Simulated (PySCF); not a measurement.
## Field gradients at the hydrogen positions

Species: Si(eta1-allyl)2H2, C₆H₁₂Si.
Z-matrix (Å and degrees, PBE0-D3(BJ)/def2-SVP geometry), rows numbered from 1:
```
Si
C   1  1.8971
C   2  1.4923  1  112.05
C   3  1.3354  2  125.77  1   105.23
H   2  1.1043  1  107.40  3  -122.02
H   2  1.1031  1  107.97  3   122.62
H   3  1.0978  2  115.85  1   -72.51
H   4  1.0951  3  121.55  2     2.05
H   4  1.0927  3  121.34  2  -177.97
C   1  1.8972  2  110.60  3   175.27
C  10  1.4925  1  112.00  2   175.55
C  11  1.3355 10  125.65  1   103.56
H  10  1.1042  1  107.47  2    53.50
H  10  1.1031  1  107.84  2   -61.86
H  11  1.0978 10  115.87  1   -74.10
H  12  1.0951 11  121.59 10     2.13
H  12  1.0927 11  121.32 10  -177.94
H   1  1.4962  2  109.68  3    54.81
H   1  1.4961  2  109.22  3   -63.87
```

Level: PBE0/pcSseg-1 (PySCF, non-relativistic); Q(2H) = 0.00286 b; rigid geometry, the same for H and D, with no vibrational averaging.

Question: Rank these positions by the coupling χzz of a deuteron there, largest first.
A. H5 (hydrogen on carbon)
B. H8 (hydrogen on carbon)
C. H7 (hydrogen on carbon)
D. H18 (hydrogen on silicon)

Answer: B (205 kHz), C (199 kHz), A (194 kHz), D (94 kHz).

Q: Tabulate Vzz, the asymmetry η and χzz = 234.96 MHz × Q × Vzz for every hydrogen position.

A: 
```json
{"atom": "H5", "bonded to": "C2", "bond length (Å)": "1.104", "Vzz (au)": "0.2893", "η": "0.04", "χzz (kHz)": "194"}
{"atom": "H6", "bonded to": "C2", "bond length (Å)": "1.103", "Vzz (au)": "0.2906", "η": "0.04", "χzz (kHz)": "195"}
{"atom": "H7", "bonded to": "C3", "bond length (Å)": "1.098", "Vzz (au)": "0.2958", "η": "0.06", "χzz (kHz)": "199"}
{"atom": "H8", "bonded to": "C4", "bond length (Å)": "1.095", "Vzz (au)": "0.3049", "η": "0.07", "χzz (kHz)": "205"}
{"atom": "H9", "bonded to": "C4", "bond length (Å)": "1.093", "Vzz (au)": "0.3090", "η": "0.06", "χzz (kHz)": "208"}
{"atom": "H13", "bonded to": "C10", "bond length (Å)": "1.104", "Vzz (au)": "0.2895", "η": "0.04", "χzz (kHz)": "195"}
{"atom": "H14", "bonded to": "C10", "bond length (Å)": "1.103", "Vzz (au)": "0.2907", "η": "0.04", "χzz (kHz)": "195"}
{"atom": "H15", "bonded to": "C11", "bond length (Å)": "1.098", "Vzz (au)": "0.2959", "η": "0.06", "χzz (kHz)": "199"}
{"atom": "H16", "bonded to": "C12", "bond length (Å)": "1.095", "Vzz (au)": "0.3049", "η": "0.07", "χzz (kHz)": "205"}
{"atom": "H17", "bonded to": "C12", "bond length (Å)": "1.093", "Vzz (au)": "0.3091", "η": "0.06", "χzz (kHz)": "208"}
{"atom": "H18", "bonded to": "Si1", "bond length (Å)": "1.496", "Vzz (au)": "0.1395", "η": "0.01", "χzz (kHz)": "94"}
{"atom": "H19", "bonded to": "Si1", "bond length (Å)": "1.496", "Vzz (au)": "0.1396", "η": "0.01", "χzz (kHz)": "94"}
```

Q: Average by the element that carries the hydrogen.

A: on C: 200 kHz over 10 positions, mean bond length 1.099 Å; on Si: 94 kHz over 2 positions, mean bond length 1.496 Å.

Q: How does χzz go with the bond length over the 10 C–H bonds?

A: A straight-line fit has a slope of -11.4 kHz for each 0.01 Å, with a correlation coefficient of -0.97, over lengths from 1.093 to 1.104 Å. The longer bonds have the smaller couplings here.

One conformer (not necessarily the lowest) at the PBE0-D3(BJ)/def2-SVP geometry, without solvent, vibrations or thermal averaging. The basis is small and wasn't made for field gradients, so the couplings can be 20 % off.
